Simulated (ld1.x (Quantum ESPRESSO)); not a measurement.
# Transferability test, TM semilocal potential for lutetium

```json
{
 "Element": "Lu",
 "Generator": "ld1.x (Quantum ESPRESSO) 7.5",
 "Type": "norm-conserving Troullier–Martins (semilocal form)",
 "Functional": "PBE",
 "Relativity": "scalar-relativistic",
 "Frozen core": "[Kr] 4d10 5s2",
 "Valence charge": "23",
 "Reference configuration": "4f14 5p6 5d1 6s2 6p0",
 "Partial waves": "6s (bound): rc 3.35 bohr; 5p (bound): rc 2.00 bohr; 4f (bound): rc 0.90 bohr; 5d (bound): rc 2.40 bohr",
 "Local potential": "the d channel",
 "Core correction": "a·sin(br)/r model core inside 0.90 bohr"
}
```

Energies are relative to the spin-unpolarised reference configuration 4f14 5p6 5d1 6s2 6p0; without spin polarisation the order of configurations can differ from experiment.

Problem. Give the all-electron excitation energy and the error of the potential for: 4f14 5p6 5d1 6s1 6p0; 4f14 5p6 5d1 6s0 6p0; 4f14 5p6 5d0 6s0 6p0; 4f13 5p6 5d2 6s2 6p0; 4f14 5p6 5d2 6s1 6p0; 4f14 5p6 5d0 6s2 6p1; 4f13 5p6 5d2 6s1 6p0.

Solution.

```csv
valence configuration,charge,ΔE all-electron (eV),error AE − PS (meV)
4f14 5p6 5d1 6s1 6p0,+1,7.365,-4.0
4f14 5p6 5d1 6s0 6p0,+2,20.644,-26
4f14 5p6 5d0 6s0 6p0,+3,40.601,-28
4f13 5p6 5d2 6s2 6p0,0,10.924,-147
4f14 5p6 5d2 6s1 6p0,0,3.006,-9.5
4f14 5p6 5d0 6s2 6p1,0,0.947,+86
4f13 5p6 5d2 6s1 6p0,+1,18.773,-66
```

Levels in the configuration 4f14 5p6 5d0 6s2 6p1:

| level | all-electron (eV) | pseudo (eV) |
| --- | --- | --- |
| 4f | -12.748 | -12.582 |
| 5p | -34.703 | -34.588 |
| 6s | -5.996 | -5.936 |
| 6p | -2.175 | -2.216 |

A Bessel basis up to 400 Ry misses an occupied level by 0.06 Ry, so cutoffs and ghosts were not judged.
